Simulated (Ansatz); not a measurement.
Molecule: ZnH, net charge 1, singlet state. 
Coordinates optimised at B3LYP-D3(BJ)/def2-TZVP (Ansatz, an electronic-structure program):
```
Zn
H 1 1.5381
```
Charge +1, spin multiplicity 1.

Quantity: vertical electron affinity (to the doublet state of charge +0; a negative value means that the extra electron is unbound and the number depends on the basis; each state is the SCF solution reached for its spin), in eV. Valence correlation only, unless marked. UHF or UKS for open shells. Spin-orbit coupling is left out. Frozen are the shells of the preceding noble gas and the d and f shells that filled before the atom's block. No relativistic terms. CBS marks a two-point X^-3 extrapolation of the correlation energy; Hartree-Fock from the larger set.

```csv
level,program,vertical electron affinity (eV)
SVWN5/def2-TZVPD,Ansatz,7.95
r2SCAN/def2-TZVPD,Ansatz,(withheld)
wB97X-V/def2-TZVPD,Ansatz,7.71
CCSD/def2-SVPD,Ansatz,7.41
CCSD/def2-QZVPPD,Ansatz,(withheld)
"CCSD(T)/CBS(def2-TZVPPD,def2-QZVPPD)",Ansatz,(withheld)
```

Problem. What belongs in the gaps?

Solution. 
- r2SCAN/def2-TZVPD, vertical electron affinity (eV): 7.98
- CCSD/def2-QZVPPD, vertical electron affinity (eV): 7.67
- CCSD(T)/CBS(def2-TZVPPD,def2-QZVPPD), vertical electron affinity (eV): 7.77
